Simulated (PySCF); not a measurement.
What does the PBE0-D3(BJ)/def2-SVP structure of InChI=1S/C4H3ClSe/c5-4-1-2-6-3-4/h1-3H look like in three dimensions?

Z-matrix in Å and degrees, rows numbered from 1:
```
Cl
C   1  1.7264
C   2  1.4305  1  121.44
C   3  1.3635  2  113.69  1  -179.99
Se  4  1.8543  3  111.95  2    -0.00
C   2  1.3658  1  122.82  3   180.00
H   3  1.0905  2  122.38  1     0.01
H   4  1.0892  3  127.12  2  -180.00
H   6  1.0880  2  126.92  1     0.01
```

The 5-membered ring C2–C3–C4–Se5–C6 has internal angles of 87.8° to 115.7°; it is planar, 0.00 Å rms from its mean plane, widest ring torsion 0°. The 6 heavy atoms lie in one plane (0.000 Å rms). The 3 C–C bonds span 1.364 Å (C3–C4, aromatic) to 1.430 Å (C2–C3, aromatic), a spread of 0.066 Å.

Level of theory: PBE0-D3(BJ)/def2-SVP geometry optimisation, gas phase in PySCF 2.14.0.

Point group: Cs (tolerance 0.08 Å). Not checked by PBE0-D3(BJ)/def2-SVP frequencies.

The run took 40 s of wall time on an Arm Neoverse N1 with one thread, shared host. This is the geometry optimisation.
